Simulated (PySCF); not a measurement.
Gallium: a sound run and one with changed settings

Sound run: Ga⁺ [Ar] 3d10 4s2, Ga²⁺ [Ar] 3d10 4s1. Computed with PySCF 2.14 in 6-31G* (5s4p3d, 32 functions), with no relativity, point nucleus. In the sound run the correlated levels freeze [Ar] 3d10. The sound run starts from symmetry-adapted Hartree-Fock orbitals and uses a fine grid where one is needed.

Changed run: all electrons correlated in a basis built for the valence shell.

```json
{"species": "Ga⁺", "method": "MP2", "sound run (hartree)": "-1922.76195", "changed run (hartree)": "-1922.97161", "converged": "yes"}
{"species": "Ga²⁺", "method": "MP2", "sound run (hartree)": "n/a", "changed run (hartree)": "-1922.25865", "converged": "yes"}
```

Ionisation energy of Ga⁺:

```csv
method,sound run (eV),changed run (eV)
UHF,18.588,18.588
MP2,19.218,19.401
SCS-MP2,19.344,19.503
```

A valence basis has no tight correlating functions, so it recovers only part of the core correlation, and not evenly between atom and ion.

For comparison, NIST gives 20.515 eV between the lowest levels.
